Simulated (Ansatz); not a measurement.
Reaction (ligand exchange at the Al–C bond): `F/[C]([AlH2])=C\[SiH3]` + `OP[SiH3]` → `O[P]([AlH2])[SiH3]` + `F/C=C/[SiH3]`

Gas-phase electronic energies from Ansatz, PBE0-D4/def2-TZVP geometries. CBS: MP2 limit from def2 TZ/QZ plus the TZ coupled-cluster correction, frozen cores. Double bonds are as drawn, so ΔE can hold a change between cis and trans. Each species was taken in one conformer, which may not be the lowest.

| level | ΔE (eV) |
| --- | --- |
| HF/def2-QZVPP | -0.34 |
| MP2/def2-QZVPP | -0.42 |

Problem. What does CCSD(T)/CBS give? (Best estimate.)

Solution. Ansatz gave: -0.42 eV. The listed levels differ from it by 0.08, 0.00 eV.

Largest T1 diagnostic among the species: 0.014.

In def2-TZVPP, CCSD(T) changes the Hartree–Fock value by −0.06 eV (the triples alone add −0.01 eV) and MP2 by −0.07 eV.
